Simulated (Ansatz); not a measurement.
The cluster Re₂O₆⁻. Charge -1, multiplicity 2. Geometry PBE-D4/def2-SVPD; atoms count from 1.

```
atom    x (Å)    y (Å)    z (Å)
 Re1   0.6824  -0.6793   0.4259
 Re2  -1.3847   0.8614   0.1352
  O3   0.2572   1.0549   1.1793
  O4  -1.4910   1.7736  -1.3339
  O5   2.6362  -0.9683  -1.8892
  O6   0.3203  -1.9921   1.4875
  O7  -2.7999   0.4055   1.0276
  O8   1.7794  -0.4556  -1.0324
```

In the def2 sets Re takes a core potential; there is no spin–orbit coupling. The structure holds one bond between oxygen atoms, so isomers without such links may lie far lower. The charge -1 doublet is spin-contaminated (final ⟨S²⟩ up to 0.84, 0.75 for a pure state). No other spin state of charge -1 was run. Another isomer (doublet) lies 1.47 eV lower at PBE0-D4/def2-TZVPD; other spin states weren't run for this one.

Q: Estimate the Mulliken populations from the PBE0/def2-TZVPD orbitals of Ansatz.

A: 
```tsv
atom	charge (e)	spin (α − β)	d electrons
Re1	1.03	0.92	4.66
Re2	1.04	0.38	4.56
O3	-0.55	0.01	–
O4	-0.68	-0.03	–
O5	-0.54	-0.15	–
O6	-0.59	0.00	–
O7	-0.67	-0.01	–
O8	-0.05	-0.11	–
```
Mulliken values and Mayer orders depend strongly on the basis. With diffuse functions, as here, like atoms can get unlike values, and bond orders can come out too low or too high.

Q: Where does the spin sit?

A: Summed by element: Re 1.30, O -0.30, of 1 unpaired in all. Largest on single atoms: Re1 0.92, Re2 0.38, O5 -0.15.

Q: And the Mayer bond orders between bonded heavy atoms (over 0.3)?

A: Re1–Re2 1.29 (2.59 Å); Re1–O3 0.74 (1.94 Å); Re1–O6 1.81 (1.73 Å); Re1–O8 1.10 (1.84 Å); Re2–O3 0.65 (1.96 Å); Re2–O4 1.89 (1.73 Å); Re2–O7 1.88 (1.73 Å); O5–O8 0.82 (1.32 Å). Values over 0.3 also appear between atoms too far apart for a bond (Re1–O5 0.38 at 3.04 Å); they arise where an orbital or an unpaired electron spreads over both atoms.
